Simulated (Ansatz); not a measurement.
Program: Ansatz. Geometries: PBE0-D4/def2-TZVP. ΔE: electronic, gas phase. CBS: MP2 limit from def2 TZ/QZ plus the TZ coupled-cluster correction, frozen cores. This one scheme is used for every species. Functionals use def2-TZVPP. Elements past krypton have def2 core potentials. For Sn outer-core shells are correlated without core-valence functions, which leaves a few kJ/mol of doubt a bond. Each species was taken in one conformer, which may not be the lowest.

Reaction (ligand exchange at the Sn–Cl bond): `C[NH][SnH]([Cl])[Cl]` + H–F → `C[NH][SnH]([F])[Cl]` + HCl

```json
{"species": "`C[NH][SnH]([Cl])[Cl]`", "r2SCAN-D4 energy (Eh)": "-1230.68912"}
{"species": "H–F", "r2SCAN-D4 energy (Eh)": "-100.44667"}
{"species": "`C[NH][SnH]([F])[Cl]`", "r2SCAN-D4 energy (Eh)": "-870.33874"}
{"species": "HCl", "r2SCAN-D4 energy (Eh)": "-460.78592"}
```

Work out ΔE.

ΔE = (-870.33874) + (-460.78592) − (-1230.68912) − (-100.44667) = 0.01113 Eh = +0.30 eV. CCSD(T)/CBS gives +0.38 eV.

Largest T1 diagnostic among the species: 0.013.

From r2SCAN to r2SCAN0 (25 % exact exchange), in def2-TZVPP and without D4, ΔE moves by +0.07 eV. Leaving LDA and LC-ωPBE aside and taking each functional with its dispersion term where it has one, the values, not all of them listed here, spread over 0.14 eV, from B97M-V to PBE-QIDH. LDA lies +0.06 eV from PBE without D4. The D4 term adds +0.07 eV with B3LYP and +0.04 eV with PBE0; it sums over pairs of atoms, weighted by their polarisabilities, and B3LYP, whose exchange is more repulsive, gets the larger term.

B3LYP here is the variant with VWN-RPA as its local correlation; programs differ in this.
